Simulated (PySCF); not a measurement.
Continuum solvent and chemical shifts

Geometry (Å), atoms numbered from 1 in this order:
```xyz
15

C    -1.868   -1.012   -0.283
C    -0.432   -0.665   -0.057
C     0.098    0.575    0.009
O     1.395    0.880    0.211
C     2.305   -0.170    0.359
C    -0.748    1.784   -0.141
O    -1.919    1.814   -0.339
F    -0.044    2.909   -0.024
H    -2.521   -0.584    0.494
H    -2.243   -0.610   -1.237
H    -2.001   -2.102   -0.287
H     0.260   -1.502    0.066
H     3.293    0.286    0.501
H     2.331   -0.817   -0.537
H     2.066   -0.796    1.238
```

GIAO PBE0/pcSseg-1 in PySCF 2.14 on one PBE0-D3(BJ)/def2-SVP conformer, non-relativistic, equivalent nuclei averaged. Solvents enter as an IEF-PCM continuum (dichloromethane with ε = 8.9, dimethylsulfoxide with ε = 46.8) around the gas-phase geometry. Shifts are referred to TMS, CFCl3 computed in the same medium.

Gas phase, δ in ppm: C6 160.0, C3 148.9, C2 121.3, C5 53.7, C1 16.0, F8 26.4, H12 5.32, H13/H14/H15 3.44, H9/H10/H11 2.15. Dipole moment 4.15 D.

Problem. How does each δ change in the continuum?

Solution. 
```
      atoms                               environment  Δδ, dichloromethane  Δδ, dimethylsulfoxide
         C6                           carbonyl carbon                 +2.0                   +2.3
         C3              alkene carbon bearing oxygen                 -0.1                   -0.2
         C2                β carbon of a C=C–C=O unit                 +6.1                   +7.2
         C5                 methyl carbon bonded to O                 +1.3                   +1.6
         C1                     allylic methyl carbon                 +0.9                   +1.0
         F8                      fluorine bonded to C                 -4.8                   -5.6
        H12  hydrogen on a β carbon of a C=C–C=O unit                +0.54                  +0.64
H13/H14/H15   hydrogen on a methyl carbon bonded to O                +0.17                  +0.19
 H9/H10/H11      hydrogen on an allylic methyl carbon                +0.02                  +0.02
```

Changes are relative to the gas phase. The dipole moment becomes 5.07 D in dichloromethane, 5.23 D in dimethylsulfoxide.

Problem. Which of the listed nuclei move most (in ppm), and what does the model miss? (N and O are left out, as their reference compounds move with the solvent too.)

Solution. C2 (β carbon of a C=C–C=O unit, +7.2 ppm) in dimethylsulfoxide. A continuum only polarises the solute; specific hydrogen bonds, the anisotropy of aromatic solvents and changes of geometry or conformer are outside it.
